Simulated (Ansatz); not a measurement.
# Relative stability

The two ends of one reaction step of Si₂H₈O₂, closed shell (PBE0-D4/def2-TZVP).

A:

```tsv
atom	x (Å)	y (Å)	z (Å)
Si1	-1.2116	-0.1009	0.8931
H2	2.9448	-0.6711	1.5137
H3	-0.6594	-0.2647	2.2590
H4	-2.2801	0.9198	0.8274
O5	-1.9141	-1.4865	0.3734
H6	2.3116	-0.3901	1.2341
O7	0.0441	0.3480	-0.0481
Si8	0.4521	0.8695	-1.5475
H9	-1.4367	-2.3094	0.4867
H10	1.7131	1.6426	-1.4416
H11	0.6578	-0.2928	-2.4488
H12	-0.6217	1.7357	-2.1014
```

B:

```
12
angstrom
Si -0.5586 -0.6787 1.7309
H 0.8707 -1.0811 1.7689
H -1.3110 -1.6207 2.6109
H -0.7234 0.6994 2.2395
O -1.2012 -0.7705 0.2071
H 1.8025 1.3695 0.0092
O 0.8954 1.1166 -0.1635
Si 0.5297 0.7152 -1.7283
H -1.6128 -1.6017 -0.0303
H 1.4490 1.4692 -2.6306
H 0.7249 -0.7314 -2.0037
H -0.8653 1.1141 -2.0100
```

Program: Ansatz 0.2.0. Basis: def2-TZVPP. Cores are frozen in the correlated methods. B3LYP uses VWN-RPA correlation.

Task: Which structure is lower at CCSD(T), and by how much? (An estimate is asked for; the value comes from the calculation.)

Result: By the calculation: A, by 102.1 kJ/mol (electronic energy, against the other). By their contacts, A is a complex of Si₂H₆O₂ ([OH][SiH2][O][SiH3]) + H₂ and B is a complex of SiH₄O ([OH][SiH3]) + SiH₄O ([OH][SiH3]).

All methods give the same order:

```tsv
method	E(B) − E(A) (kJ/mol)
SPW92	86.8
PBE-D4	93.1
BLYP-D4	101.5
r2SCAN-D4	102.8
B97M-V	99.2
PBE0-D4	95.1
B3LYP-D4	102.3
r2SCAN0-D4	102.3
BHLYP-D4	104.6
CAM-B3LYP-D4	102.6
wB97X-V	98.9
wB97M-V	99.3
B2PLYP	105.3
PBE-QIDH	101.5
RPA on PBE	99.7
HF	109.5
MP2	108.0
CCSD	101.9
CCSD(T)	102.1
```

The T1 diagnostic stays at or below 0.012.

Labels in which every atom is bracketed show which atoms are joined, not bond orders.

For scale, one of the runs: CCSD(T)/def2-TZVPP, 258 basis functions, launched by `ansatz run in.yaml --threads 4 --pin off --events-out ev --progress --plain --max-ram 9574MiB`. Hardware: 4 CPU threads of an Arm Neoverse V1, shared host. Wall time 2.4 min; peak host memory 5.7 GiB.
